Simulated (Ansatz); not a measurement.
Species: sum formula SiN$_{3}$H$_{6}$, charge 0, multiplicity 2. It need not be the lowest isomer of its formula. 
Coordinates optimised at B3LYP-D3(BJ)/def2-TZVP (Ansatz, a program for electronic structure):
SMILES: N[Si](N)N
```xyz
10

N      0.4682     1.3125    -0.8422
Si    -0.0709     0.1886     0.3602
N      1.1467    -1.0327     0.5191
N     -1.5038    -0.5755    -0.2418
H      0.9933     2.1327    -0.5825
H     -0.1408     1.4960    -1.6262
H      1.2697    -1.5280     1.3884
H      2.0280    -0.8874     0.0483
H     -2.4153    -0.1996    -0.0321
H     -1.5206    -1.5840    -0.2852
```
Charge 0, spin multiplicity 2.

Atomisation energy built up term by term with Ansatz (kcal/mol; UHF references for open shells; valence terms freeze the core; atomic spin-orbit terms are left out). CBS marks a two-point X^-3 extrapolation of the correlation energy; Hartree-Fock from the larger set.

```
term                                                    basis  kcal/mol
-----------------------  ------------------------------------  --------
Hartree-Fock                                  aug-cc-pV(Q+d)Z         ?
CCSD correlation         CBS(aug-cc-pV(T+d)Z,aug-cc-pV(Q+d)Z)         ?
(T)                      CBS(aug-cc-pV(T+d)Z,aug-cc-pV(Q+d)Z)     15.18
core correlation                                    cc-pwCVTZ      2.09
scalar relativity (X2C)            cc-pVTZ-DK against cc-pVTZ     -1.55
sum: De                                                               ?
```

Problem. Fill in the missing entries.

Solution. 
- Hartree-Fock, kcal/mol: 544.74
- CCSD correlation, kcal/mol: 257.85
- sum: De, kcal/mol: 818.3
